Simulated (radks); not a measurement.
Results of a calculation; reference values are marked as such.
Question: Ho28+, 39 electrons, occupied as [Kr] 4d3. Level of theory: Dirac Kohn-Sham, BLYP, spin-unpolarised, spherical densities, finite nucleus; open shells fill j = l - 1/2 first; Fermi nuclear charge, rms radius 5.2022 fm (a radial shooting solver on a logarithmic mesh with Libxc functionals). Some entries of the table are withheld. Estimate them.

| orbital | occ. | eigenvalue (Ry) | <r^2> (bohr^2) |
|---|---|---|---|
| 1s1/2 | 2 | -4146.331 | 0.0005883 |
| 2s1/2 | 2 | (1) | 0.009104 |
| 2p1/2 | 2 | -720.9410 | 0.006577 |
| 2p3/2 | 4 | -657.9276 | 0.007797 |
| 3s1/2 | 2 | -222.8828 | (2) |
| 3p1/2 | 2 | -208.6870 | 0.05495 |
| 3p3/2 | 4 | -195.2977 | 0.06153 |
| 3d3/2 | 4 | -171.1538 | 0.04832 |
| 3d5/2 | 6 | -168.2130 | 0.05013 |
| 4s1/2 | 2 | -93.49557 | 0.2564 |
| 4p1/2 | 2 | (3) | 0.2587 |
| 4p3/2 | 4 | (4) | 0.2815 |
| 4d3/2 | 3 | -74.11741 | (5) |
| 4d5/2 | 0 | -73.31529 | (6) |
| 5s1/2 | 0 | -51.00073 | (7) |
| 5p1/2 | 0 | -48.36814 | 0.8467 |
| 5p3/2 | 0 | -46.89304 | 0.9036 |

Answer: 
(1) 2s1/2 eigenvalue (Ry): -753.6488
(2) 3s1/2 <r^2> (bohr^2): 0.05941
(3) 4p1/2 eigenvalue (Ry): -87.62007
(4) 4p3/2 eigenvalue (Ry): -83.80056
(5) 4d3/2 <r^2> (bohr^2): 0.2805
(6) 4d5/2 <r^2> (bohr^2): 0.2872
(7) 5s1/2 <r^2> (bohr^2): 0.8145
